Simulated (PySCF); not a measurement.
CH₈FNSi₂, SMILES C([SiH2][SiH2]N)F.

Geometry: ωB97X-D3(BJ)/def2-SVP. This is a generated structure with no PubChem entry under its InChIKey; it may be hypothetical. One conformer was computed; it need not be the lowest.

Two levels are set side by side: PBE/def2-TZVP (PySCF) and ωB97X/def2-TZVP (PySCF). Same geometry, gas phase. Differences are taken from unrounded values.

| quantity | ωB97X |
|---|---|
| orbital gap (eV) | 11.38 |
| highest occupied level (eV) | -9.72 |
| lowest empty level (eV) | 1.66 |
| dipole moment (D) | 0.78 |
| mean polarisability (bohr³) | 74.8 |

**Question.** What does PBE give, and how far is it from ωB97X? (Estimate from the structure and the level; the computed values follow.)

**Answer.** 
```tsv
quantity	PBE	PBE minus ωB97X
orbital gap (eV)	4.76	-6.62
highest occupied level (eV)	-5.95	3.77
lowest empty level (eV)	-1.18	-2.84
dipole moment (D)	0.87	0.09
mean polarisability (bohr³)	79.2	4.4
```

Without exact exchange PBE keeps part of each electron's self-repulsion, which lifts occupied levels and narrows the gap. PBE's more diffuse valence density responds more strongly to a field. Differences between two approximate levels are no errors against the true value.

Rough cost on one machine, each run with all the roots and properties that it gave: ωB97X against PBE within a factor of 2.
